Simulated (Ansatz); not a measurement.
Two structures of SiH$_{6}$OF$_{2}$, closed shell, reached by relaxing down either side of one saddle point (PBE0-D4/def2-TZVP). Energies are electronic, without zero-point energy. Program: Ansatz 0.2.0. Basis: def2-TZVPP and def2-QZVPP. Cores are frozen in the correlated methods. Extrapolation: Hartree–Fock as exp(−7.88 √X), correlation as X^−2.97. First:

Si1  (-0.664, 0.318, -1.332)
F2  (0.167, -1.017, -0.907)
H3  (0.224, 1.491, -1.263)
H4  (-1.052, 0.052, -2.740)
H5  (-1.878, 0.425, -0.500)
H6  (0.789, 0.152, 1.683)
O7  (0.130, 0.806, 1.416)
H8  (1.169, -1.475, 0.375)
F9  (1.659, -1.535, 1.170)
H10  (-0.544, 0.783, 2.098)
(Å)

Second:

```xyz
10
angstrom
Si -0.8263 0.8277 -0.6761
F 0.7020 -2.0388 -0.8251
H -1.5956 2.0988 -0.6802
H -0.0001 0.7500 -1.9007
H -1.7175 -0.3352 -0.5161
H 0.6933 -0.4564 1.3486
O 0.1461 0.8359 0.6992
H 0.8986 -1.9788 0.0913
F 1.0225 -1.3233 1.6066
H 0.6769 1.6203 0.8523
```

Question: Which bonds change from the first to the second?

Answer: SiH₃F ([F][SiH3]) + H₂O + HF → SiH₄O ([OH][SiH3]) + HF + HF; bonds formed: Si1–O7, F2–H8, H6–F9; bonds broken: Si1–F2, H6–O7, H8–F9.

Question: Give the saddle point's structure and its height above each. (An estimate is asked for; the value comes from the calculation.)

Answer: By the calculation: 91.1 kJ/mol above the first and 67.5 kJ/mol above the second (CCSD(T) at an estimated basis limit (MP2 extrapolated from triple and quadruple zeta, plus CCSD(T) − MP2 in triple zeta)).
Si1  (-0.643, 0.430, -0.773)
F2  (0.223, -1.344, -0.661)
H3  (-1.141, 1.847, -0.603)
H4  (0.054, 0.510, -2.071)
H5  (-1.896, -0.340, -0.632)
H6  (0.837, -0.219, 1.175)
O7  (0.349, 0.641, 0.694)
H8  (0.789, -1.558, 0.321)
F9  (1.256, -1.393, 1.332)
H10  (0.174, 1.427, 1.216)
(Å)

The T1 diagnostic stays at or below 0.011.

Labels in which every atom is bracketed show which atoms are joined, not bond orders.

For scale, one of the runs: CCSD(T)/def2-TZVPP, 219 basis functions (an equivalent command: `ansatz run in.yaml --threads 4`). The run took 96 s on 4 CPU threads (shared host), with 3.5 GiB of host memory at its peak.
